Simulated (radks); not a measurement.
Values are calculated unless marked as measured or tabulated.
Task: Ionisation of C, [He] 2s2 2p2, to C+, [He] 2s2 2p1, under several functionals. Scalar-relativistic Kohn-Sham, spin-unpolarised, spherical densities, finite nucleus; a radial shooting solver on a logarithmic mesh with Libxc functionals. The NIST Atomic Spectra Database gives 11.260 eV (measured). Rank these functionals by the error of their Delta-SCF ionisation energy: AM05; revPBE; exchange-only r2SCAN; OLYP; exchange-only LDA; PBE; LDA (Slater exchange, Perdew-Zunger correlation); RPBE; r2SCAN; LDA (Slater exchange, Perdew-Wang correlation).

Result: From best to worst: LDA (Slater exchange, Perdew-Zunger correlation) 10.988 eV (-0.273); LDA (Slater exchange, Perdew-Wang correlation) 10.985 eV (-0.276); PBE 10.861 eV (-0.399); RPBE 10.818 eV (-0.442); revPBE 10.808 eV (-0.452); AM05 10.769 eV (-0.491); r2SCAN 10.734 eV (-0.526); OLYP 10.715 eV (-0.545); exchange-only r2SCAN 9.852 eV (-1.408); exchange-only LDA 9.739 eV (-1.522). Spin polarisation and multiplet splitting are left out, so open shells lie too high by an amount that depends on their filling.

Beside tabulated values, note that spin-unpolarised runs miss the spin-polarisation part of the exchange energy of open shells.
